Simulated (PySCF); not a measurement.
Species: C3H12O2Si3.
Atom-mapped SMILES: `[SiH3:1][O:2][SiH2:3][O:4][SiH2:5][CH:6]1[CH2:7][CH2:8]1` (hydrogens: H9, H10, H11 on Si1; H12, H13 on Si3; H14, H15 on Si5; H16 on C6; H17, H18 on C7; H19, H20 on C8)

All values: PBE0/pcSseg-1 (PySCF, non-relativistic), on one gas-phase PBE0-D3(BJ)/def2-SVP geometry that isn't relaxed in the solvent. The solvent is an IEF-PCM continuum (van der Waals radii × 1.2). Specific hydrogen bonds and non-electrostatic terms are outside this model.

Gas phase at PBE0/pcSseg-1: HOMO -8.28 eV, LUMO 0.34 eV, dipole 1.50 D.

What does the continuum do to the energy, the frontier levels and the dipole at PBE0/pcSseg-1 in cyclohexane and chloroform?

| solvent | ε | E(solvent) − E(gas) (kcal/mol) | polarisation term (kcal/mol) | distortion of the solute (kcal/mol) | HOMO (eV) | LUMO (eV) | dipole (D) |
| --- | --- | --- | --- | --- | --- | --- | --- |
| cyclohexane | 2.017 | -0.68 | -0.70 | 0.02 | -8.21 | 0.39 | 1.65 |
| chloroform | 4.711 | -1.27 | -1.35 | 0.08 | -8.16 | 0.43 | 1.78 |

The polarisation term is half the interaction of the solute with the surface charges that it induces; the rest is the cost of distorting the solute's density. The sum is the electrostatic part of solvation alone. From cyclohexane to chloroform the lowering changes by a factor 1.87, Onsager's factor (ε − 1)/(2ε + 1) by 1.76 and ε itself by 2.3.

Which radius a makes the point-dipole formula ΔE = −[(ε − 1)/(2ε + 1)]·μ²/a³ give the value in chloroform, with the gas-phase dipole?

μ = 0.590 au and |ΔE| = 0.00203 Eh give a = 2.08 Å; the farthest nucleus lies 4.21 Å from the centroid of the nuclei, so such a sphere wouldn't even hold the nuclei. The formula assumes a rigid point dipole at the centre of a sphere.

Which ESP-fitted charges (PBE0/pcSseg-1) respond most in chloroform (means over atoms taken as equivalent)?

```tsv
atoms	environment	gas (e)	solvent (e)	change
C6	sp3 carbon bound to silicon	-0.058	-0.039	+0.019
Si3	oxygen-bound silicon	+0.693	+0.712	+0.019
O2	siloxane oxygen	-0.453	-0.471	-0.018
O4	siloxane oxygen	-0.428	-0.445	-0.017
C7/C8	three-membered-ring carbon	-0.322	-0.336	-0.014
Si1	oxygen-bound silicon	+0.559	+0.572	+0.013
```

How do the nuclear quadrupole coupling constants eQVzz/h respond in chloroform?

```json
{"nucleus": "17O at O2", "Q (barn)": "-0.0256", "gas (MHz)": "-7.13", "solvent (MHz)": "-7.11", "η gas": "0.15", "η solvent": "0.16"}
{"nucleus": "17O at O4", "Q (barn)": "-0.0256", "gas (MHz)": "-6.69", "solvent (MHz)": "-6.67", "η gas": "0.16", "η solvent": "0.16"}
```

Shape of the structure used: `[SiH3:1][O:2][SiH2:3][O:4][SiH2:5][CH:6]1[CH2:7][CH2:8]1`: Si1–O2–Si3–O4 -6°, O2–Si3–O4–Si5 54°, Si3–O4–Si5–C6 -31°, O4–Si5–C6–C7 -87°.
